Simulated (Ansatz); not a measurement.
Method: PBE0-D3(BJ)/def2-TZVP run with Ansatz (an electronic-structure program). No frequencies were computed at this level.

Ansatz 0.2 input:
```yaml
crystal:
  periodic: [false, false, false]
  atoms:
    - { symbol: Cl, position_ang: [-0.086097, 2.152557, -0.012841] }
    - { symbol: Al, position_ang: [-0.006181, 0.140882, -0.001114] }
    - { symbol: I, position_ang: [-2.109117, -1.234456, 0.00784] }
    - { symbol: I, position_ang: [2.201395, -1.058982, 0.006114] }
basis:
  gaussian: { orbitals: def2-tzvp }
hamiltonian:
  xc: pbe0
  dispersion: d3bj
relax:
  max_steps: 150
```

Output:

```
Functional definition: PBE0
1383 factors; their error is unknown
mean field evaluation 1: about -35319.8900 eV, gradient 1.5e1 eV
mean field evaluation 2: about -35319.9547 eV, gradient 1.5e1 eV
mean field evaluation 4: about -35320.4595 eV, gradient 1.1e0 eV
mean field evaluation 8: about -35321.0603 eV, gradient 2.3e-1 eV
mean field evaluation 16: about -35321.0604 eV, gradient 4.6e-5 eV
mean field -35321.06038248 eV, -1298.0250275815 hartree, gradient 4.6e-5 eV, S^2 0.000000; 0 other end points of the search recorded, 0 dependent functions left out
reference -35321.06040863 eV, -1298.0250285425 hartree; 40, 40 occupied and 134, 134 virtual orbitals, 1383 factors
relax step   1: F+E_penalty+E_count = -35321.22496473 eV  Δ(F+E_penalty+E_count) = +0.000e0 eV  max|allowed force component| = 1.917e0 eV/Å  Δτ_max = 0.0000 Å  (26 SCF iters, accepted)
these checks for a lower state are left out or cut short: starts, cluster_reference, orbital_swaps, neighbouring_geometries, increment
1383 factors; their error is unknown
mean field -35321.12885263 eV, -1298.0275438131 hartree, gradient 2.3e-5 eV, S^2 0.000000; 0 other end points of the search recorded, 0 dependent functions left out
reference -35321.12887876 eV, -1298.0275447735 hartree; 40, 40 occupied and 134, 134 virtual orbitals, 1383 factors
relax step   2: F+E_penalty+E_count = -35321.29769192 eV  Δ(F+E_penalty+E_count) = -7.273e-2 eV  max|allowed force component| = 3.784e-1 eV/Å  Δτ_max = 0.0725 Å  (29 SCF iters, accepted)
these checks for a lower state are left out or cut short: starts, cluster_reference, orbital_swaps, neighbouring_geometries, increment
1383 factors; their error is unknown
mean field -35321.14447903 eV, -1298.0281180729 hartree, gradient 1.7e-5 eV, S^2 0.000000; 0 other end points of the search recorded, 0 dependent functions left out
reference -35321.14450519 eV, -1298.0281190342 hartree; 40, 40 occupied and 134, 134 virtual orbitals, 1383 factors
relax step   3: F+E_penalty+E_count = -35321.31108317 eV  Δ(F+E_penalty+E_count) = -1.339e-2 eV  max|allowed force component| = 2.145e-2 eV/Å  Δτ_max = 0.0429 Å  (30 SCF iters, accepted)
these checks for a lower state are left out or cut short: starts, cluster_reference, orbital_swaps, neighbouring_geometries, increment
1383 factors; their error is unknown
mean field evaluation 32: about -35320.5487 eV, gradient 9.7e-4 eV
mean field -35321.14442474 eV, -1298.0281160776 hartree, gradient 1.5e-5 eV, S^2 0.000000; 0 other end points of the search recorded, 0 dependent functions left out
reference -35321.14445091 eV, -1298.0281170394 hartree; 40, 40 occupied and 134, 134 virtual orbitals, 1383 factors
relax step   4: F+E_penalty+E_count = -35321.31118413 eV  Δ(F+E_penalty+E_count) = -1.010e-4 eV  max|allowed force component| = 3.242e-3 eV/Å  Δτ_max = 0.0063 Å  (31 SCF iters, accepted)
1383 factors; their error is unknown
mean field -35321.14442474 eV, -1298.0281160776 hartree, gradient 1.5e-5 eV, S^2 0.000000; 1 other end points of the search recorded, 0 dependent functions left out
reference -35321.14445091 eV, -1298.0281170394 hartree; 40, 40 occupied and 134, 134 virtual orbitals, 1383 factors
Total energy: -35321.31121030 eV, -1298.0342453339 hartree
Atom 0 at    -0.087307     2.159340    -0.012976 Å, force     0.000124    -0.003242     0.000014 eV/Å
Atom 1 at    -0.003346     0.082686    -0.000502 Å, force    -0.000031     0.001864     0.000003 eV/Å
Atom 2 at    -2.080102    -1.206947     0.007586 Å, force    -0.000347     0.000669    -0.000009 eV/Å
Atom 3 at     2.170755    -1.035079     0.005891 Å, force     0.000254     0.000708    -0.000009 eV/Å
Dipole moment:     0.004716    -0.116799     0.000699 e Å
```

Cost: about 28 core-seconds (a rough figure).
